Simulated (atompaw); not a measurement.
# What one change does to a pseudopotential (Sb, PAW (atompaw))

```
Element                 : antimony
Generator               : atompaw 4.2.0.5
Type                    : PAW
Functional              : PBE
Relativity              : scalar-relativistic
Frozen core             : [Kr]
Valence charge          : 15
Reference configuration : 4d10 5s1.5 5p3.5
Partial waves           : 5s (bound): rc 2.45 bohr; 5s channel at 0.25 Ry: rc 2.45 bohr; 5p (bound): rc 2.45 bohr; 5p channel at 0.85 Ry: rc 2.45 bohr; 4d (bound): rc 2.45 bohr; 4d channel at -0.9 Ry: rc 2.45 bohr
Local potential         : ultrasoft scheme with l = 3 at 0 Ry, radius 2.05 bohr
Core correction         : smooth core density matched at 1.55 bohr
Augmentation charge     : besselshape compensation charge, radius 2.30 bohr; PAW radius 2.45 bohr; waves and projectors: custom rrkj vanderbiltortho
```

All-electron outer shells of the reference configuration (PBE, scalar-relativistic, ld1.x):

```csv
shell,level (eV),outermost node (bohr),outermost maximum (bohr)
4s,-149.58,0.39,0.73
4p,-102.53,0.39,0.76
4d,-34.22,0.38,0.84
5s,-13.24,0.95,1.88
5p,-5.12,1.04,2.32
```

Change: local potential ultrasoft scheme with l = 3 at 0 Ry, radius 1.64 bohr.

Cutoffs: the cutoffs (Ry, on a coarse ladder) from which the occupation-weighted sum of valence levels, in a spherical-Bessel basis at the reference potential, stays within 10 and 1 mRy of its value at 400 Ry; they do not see the model core or the augmentation charge, which bear on the density cutoff.

Task: What does the change do?

Result: The potential gets neither clearly harder nor softer (18 Ry and 30 Ry → 18 Ry and 30 Ry); a bound ghost appears in s, which as a rule spoils a file. A state that the projectors do not describe sees the local part alone, so a deeper or shallower local part can create or remove a ghost.

```csv
quantity,base,changed
"cutoff, loose",18 Ry,18 Ry
"cutoff, tight",30 Ry,30 Ry
bound ghosts,none,s
s: phases at 2.45 bohr within 0.05 rad from the reference energy up to (Ry; the scan ends near 5),4.3,3.7
p: phases at 2.45 bohr within 0.05 rad from the reference energy up to (Ry; the scan ends near 5),4.1,to the end of the scan
d: phases at 2.45 bohr within 0.05 rad from the reference energy up to (Ry; the scan ends near 5),0.6,0.8
lowest overlap eigenvalue by channel,"s 0.29, p 0.51, d 0.81","s 0.17, p 0.41, d 0.81"
```

 A true bound ghost makes a file unfit for plane-wave use even where its test errors are small: the radial tests pick states by their node count and pass the ghost by. The cutoffs see the waves, projectors and local potential, not the compensation charge or the core.
